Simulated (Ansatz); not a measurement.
These are PBE0-D3(BJ)/def2-TZVP (Ansatz, a program for electronic structure) values and carry that method's errors. No frequencies were computed at this level.

Ansatz 0.2 input:
```yaml
crystal:
  periodic: [false, false, false]
  atoms:
    - { symbol: C, position_ang: [-1.160676, 1.280669, 0.723134] }
    - { symbol: C, position_ang: [-0.566128, 0.402702, -0.068048] }
    - { symbol: C, position_ang: [-1.32572, -0.674765, -0.780216] }
    - { symbol: C, position_ang: [0.921132, 0.419961, -0.296794] }
    - { symbol: C, position_ang: [1.628907, -0.68632, 0.487785] }
    - { symbol: H, position_ang: [-0.609419, 2.055136, 1.229691] }
    - { symbol: H, position_ang: [-2.223246, 1.262943, 0.899048] }
    - { symbol: H, position_ang: [-2.389423, -0.608023, -0.56801] }
    - { symbol: H, position_ang: [-1.176986, -0.591131, -1.856552] }
    - { symbol: H, position_ang: [-0.972128, -1.657909, -0.472753] }
    - { symbol: H, position_ang: [1.325003, 1.385607, 0.012843] }
    - { symbol: H, position_ang: [1.128446, 0.290624, -1.362059] }
    - { symbol: H, position_ang: [1.414229, -0.590143, 1.549778] }
    - { symbol: H, position_ang: [1.300897, -1.668949, 0.157772] }
    - { symbol: H, position_ang: [2.705111, -0.620402, 0.344382] }
basis:
  gaussian: { orbitals: def2-tzvp }
hamiltonian:
  xc: pbe0
  dispersion: d3bj
relax:
  max_steps: 150
```

Output:

```
Functional definition: PBE0
1340 factors; their error is unknown
mean field evaluation 1: about -5331.3273 eV, gradient 7.1e1 eV
mean field evaluation 2: about -5327.2656 eV, gradient 7.9e1 eV
mean field evaluation 4: about -5343.0602 eV, gradient 6.0e0 eV
mean field evaluation 8: about -5343.1447 eV, gradient 5.2e-2 eV
mean field evaluation 16: about -5343.1251 eV, gradient 4.3e-5 eV
mean field -5343.12506063 eV, -196.3562242778 hartree, gradient 4.3e-5 eV, S^2 0.000000; 0 other end points of the search recorded, 0 dependent functions left out
reference -5343.12509445 eV, -196.3562255208 hartree; 20, 20 occupied and 195, 195 virtual orbitals, 1340 factors
relax step   1: F+E_penalty+E_count = -5343.38575752 eV  Δ(F+E_penalty+E_count) = +0.000e0 eV  max|allowed force component| = 3.560e-1 eV/Å  Δτ_max = 0.0000 Å  (27 SCF iters, accepted)
these checks for a lower state are left out or cut short: starts, cluster_reference, orbital_swaps, neighbouring_geometries, increment
1340 factors; their error is unknown
mean field -5343.13690933 eV, -196.3566597098 hartree, gradient 1.2e-5 eV, S^2 0.000000; 0 other end points of the search recorded, 0 dependent functions left out
reference -5343.13694328 eV, -196.3566609571 hartree; 20, 20 occupied and 195, 195 virtual orbitals, 1340 factors
relax step   2: F+E_penalty+E_count = -5343.39674664 eV  Δ(F+E_penalty+E_count) = -1.099e-2 eV  max|allowed force component| = 1.647e-1 eV/Å  Δτ_max = 0.0391 Å  (31 SCF iters, accepted)
these checks for a lower state are left out or cut short: starts, cluster_reference, orbital_swaps, neighbouring_geometries, increment
1340 factors; their error is unknown
mean field -5343.14018990 eV, -196.3567802684 hartree, gradient 1.2e-5 eV, S^2 0.000000; 0 other end points of the search recorded, 0 dependent functions left out
reference -5343.14022386 eV, -196.3567815165 hartree; 20, 20 occupied and 195, 195 virtual orbitals, 1340 factors
relax step   3: F+E_penalty+E_count = -5343.39964868 eV  Δ(F+E_penalty+E_count) = -2.902e-3 eV  max|allowed force component| = 8.647e-2 eV/Å  Δτ_max = 0.0497 Å  (31 SCF iters, accepted)
these checks for a lower state are left out or cut short: starts, cluster_reference, orbital_swaps, neighbouring_geometries, increment
1340 factors; their error is unknown
mean field evaluation 32: about -5343.1558 eV, gradient 1.0e0 eV
mean field -5343.14125058 eV, -196.3568192475 hartree, gradient 1.2e-5 eV, S^2 0.000000; 0 other end points of the search recorded, 0 dependent functions left out
reference -5343.14128455 eV, -196.3568204960 hartree; 20, 20 occupied and 195, 195 virtual orbitals, 1340 factors
relax step   4: F+E_penalty+E_count = -5343.40074693 eV  Δ(F+E_penalty+E_count) = -1.098e-3 eV  max|allowed force component| = 5.743e-2 eV/Å  Δτ_max = 0.0171 Å  (31 SCF iters, accepted)
these checks for a lower state are left out or cut short: starts, cluster_reference, orbital_swaps, neighbouring_geometries, increment
1340 factors; their error is unknown
mean field -5343.14226589 eV, -196.3568565597 hartree, gradient 1.2e-5 eV, S^2 0.000000; 0 other end points of the search recorded, 0 dependent functions left out
reference -5343.14229986 eV, -196.3568578079 hartree; 20, 20 occupied and 195, 195 virtual orbitals, 1340 factors
relax step   5: F+E_penalty+E_count = -5343.40187862 eV  Δ(F+E_penalty+E_count) = -1.132e-3 eV  max|allowed force component| = 5.116e-2 eV/Å  Δτ_max = 0.0316 Å  (31 SCF iters, accepted)
these checks for a lower state are left out or cut short: starts, cluster_reference, orbital_swaps, neighbouring_geometries, increment
1340 factors; their error is unknown
mean field -5343.14299038 eV, -196.3568831841 hartree, gradient 1.3e-5 eV, S^2 0.000000; 0 other end points of the search recorded, 0 dependent functions left out
reference -5343.14302434 eV, -196.3568844319 hartree; 20, 20 occupied and 195, 195 virtual orbitals, 1340 factors
relax step   6: F+E_penalty+E_count = -5343.40264022 eV  Δ(F+E_penalty+E_count) = -7.616e-4 eV  max|allowed force component| = 5.076e-2 eV/Å  Δτ_max = 0.0377 Å  (30 SCF iters, accepted)
these checks for a lower state are left out or cut short: starts, cluster_reference, orbital_swaps, neighbouring_geometries, increment
1340 factors; their error is unknown
mean field -5343.14354962 eV, -196.3569037356 hartree, gradient 1.3e-5 eV, S^2 0.000000; 0 other end points of the search recorded, 0 dependent functions left out
reference -5343.14358358 eV, -196.3569049837 hartree; 20, 20 occupied and 195, 195 virtual orbitals, 1340 factors
relax step   7: F+E_penalty+E_count = -5343.40310618 eV  Δ(F+E_penalty+E_count) = -4.660e-4 eV  max|allowed force component| = 4.409e-2 eV/Å  Δτ_max = 0.0443 Å  (30 SCF iters, accepted)
these checks for a lower state are left out or cut short: starts, cluster_reference, orbital_swaps, neighbouring_geometries, increment
1340 factors; their error is unknown
mean field evaluation 64: about -5343.1440 eV, gradient 7.2e-3 eV
mean field -5343.14398571 eV, -196.3569197618 hartree, gradient 1.2e-5 eV, S^2 0.000000; 0 other end points of the search recorded, 0 dependent functions left out
reference -5343.14401967 eV, -196.3569210097 hartree; 20, 20 occupied and 195, 195 virtual orbitals, 1340 factors
relax step   8: F+E_penalty+E_count = -5343.40353213 eV  Δ(F+E_penalty+E_count) = -4.259e-4 eV  max|allowed force component| = 2.939e-2 eV/Å  Δτ_max = 0.0267 Å  (31 SCF iters, accepted)
these checks for a lower state are left out or cut short: starts, cluster_reference, orbital_swaps, neighbouring_geometries, increment
1340 factors; their error is unknown
mean field -5343.14430215 eV, -196.3569313906 hartree, gradient 1.3e-5 eV, S^2 0.000000; 0 other end points of the search recorded, 0 dependent functions left out
reference -5343.14433610 eV, -196.3569326385 hartree; 20, 20 occupied and 195, 195 virtual orbitals, 1340 factors
relax step   9: F+E_penalty+E_count = -5343.40389337 eV  Δ(F+E_penalty+E_count) = -3.612e-4 eV  max|allowed force component| = 2.226e-2 eV/Å  Δτ_max = 0.0251 Å  (31 SCF iters, accepted)
these checks for a lower state are left out or cut short: starts, cluster_reference, orbital_swaps, neighbouring_geometries, increment
1340 factors; their error is unknown
mean field -5343.14439586 eV, -196.3569348346 hartree, gradient 1.3e-5 eV, S^2 0.000000; 0 other end points of the search recorded, 0 dependent functions left out
reference -5343.14442982 eV, -196.3569360825 hartree; 20, 20 occupied and 195, 195 virtual orbitals, 1340 factors
relax step  10: F+E_penalty+E_count = -5343.40406868 eV  Δ(F+E_penalty+E_count) = -1.753e-4 eV  max|allowed force component| = 2.100e-2 eV/Å  Δτ_max = 0.0233 Å  (31 SCF iters, accepted)
these checks for a lower state are left out or cut short: starts, cluster_reference, orbital_swaps, neighbouring_geometries, increment
1340 factors; their error is unknown
mean field -5343.14433278 eV, -196.3569325164 hartree, gradient 1.3e-5 eV, S^2 0.000000; 0 other end points of the search recorded, 0 dependent functions left out
reference -5343.14436673 eV, -196.3569337641 hartree; 20, 20 occupied and 195, 195 virtual orbitals, 1340 factors
relax step  11: F+E_penalty+E_count = -5343.40410742 eV  Δ(F+E_penalty+E_count) = -3.874e-5 eV  max|allowed force component| = 1.702e-2 eV/Å  Δτ_max = 0.0159 Å  (31 SCF iters, accepted)
these checks for a lower state are left out or cut short: starts, cluster_reference, orbital_swaps, neighbouring_geometries, increment
1340 factors; their error is unknown
mean field -5343.14434553 eV, -196.3569329850 hartree, gradient 1.3e-5 eV, S^2 0.000000; 0 other end points of the search recorded, 0 dependent functions left out
reference -5343.14437949 eV, -196.3569342327 hartree; 20, 20 occupied and 195, 195 virtual orbitals, 1340 factors
relax step  12: F+E_penalty+E_count = -5343.40414224 eV  Δ(F+E_penalty+E_count) = -3.482e-5 eV  max|allowed force component| = 1.244e-2 eV/Å  Δτ_max = 0.0111 Å  (31 SCF iters, accepted)
these checks for a lower state are left out or cut short: starts, cluster_reference, orbital_swaps, neighbouring_geometries, increment
1340 factors; their error is unknown
mean field evaluation 96: about -5343.1654 eV, gradient 5.1e-4 eV
mean field -5343.14439563 eV, -196.3569348259 hartree, gradient 1.3e-5 eV, S^2 0.000000; 0 other end points of the search recorded, 0 dependent functions left out
reference -5343.14442958 eV, -196.3569360738 hartree; 20, 20 occupied and 195, 195 virtual orbitals, 1340 factors
relax step  13: F+E_penalty+E_count = -5343.40415954 eV  Δ(F+E_penalty+E_count) = -1.731e-5 eV  max|allowed force component| = 8.934e-3 eV/Å  Δτ_max = 0.0046 Å  (32 SCF iters, accepted)
1340 factors; their error is unknown
mean field -5343.14439563 eV, -196.3569348259 hartree, gradient 1.3e-5 eV, S^2 0.000000; 1 other end points of the search recorded, 0 dependent functions left out
reference -5343.14442958 eV, -196.3569360738 hartree; 20, 20 occupied and 195, 195 virtual orbitals, 1340 factors
Total energy: -5343.40419350 eV, -196.3664822217 hartree
Atom 0 at    -1.204869     1.359626     0.655984 Å, force     0.000434    -0.003443     0.001125 eV/Å
Atom 1 at    -0.570182     0.423545    -0.042741 Å, force    -0.003098     0.008934    -0.007222 eV/Å
Atom 2 at    -1.302364    -0.707236    -0.694266 Å, force     0.000063    -0.005812    -0.001964 eV/Å
Atom 3 at     0.920376     0.452778    -0.221837 Å, force     0.002419    -0.001787     0.002862 eV/Å
Atom 4 at     1.636002    -0.740455     0.402928 Å, force     0.001547    -0.001415     0.000790 eV/Å
Atom 5 at    -0.666853     2.177961     1.122284 Å, force     0.001297     0.001063    -0.000242 eV/Å
Atom 6 at    -2.281786     1.340143     0.783896 Å, force    -0.000482    -0.000913     0.000166 eV/Å
Atom 7 at    -2.380813    -0.613278    -0.562993 Å, force     0.001296    -0.000355     0.000231 eV/Å
Atom 8 at    -1.085966    -0.742278    -1.767478 Å, force    -0.000368     0.001066     0.004280 eV/Å
Atom 9 at    -0.993519    -1.672143    -0.281062 Å, force    -0.001288     0.002097    -0.000639 eV/Å
Atom 10 at     1.312769     1.379250     0.205554 Å, force    -0.000435    -0.001454    -0.000039 eV/Å
Atom 11 at     1.147556     0.480215    -1.295225 Å, force    -0.001459     0.000347     0.002059 eV/Å
Atom 12 at     1.423412    -0.803341     1.472896 Å, force     0.000110     0.000751    -0.001153 eV/Å
Atom 13 at     1.328942    -1.682877    -0.055562 Å, force    -0.000577     0.001074     0.000349 eV/Å
Atom 14 at     2.717294    -0.651910     0.277624 Å, force     0.000541    -0.000149    -0.000602 eV/Å
Dipole moment:     0.063433    -0.081538    -0.058130 e Å
```

Cost: around 120 core-seconds (rough).
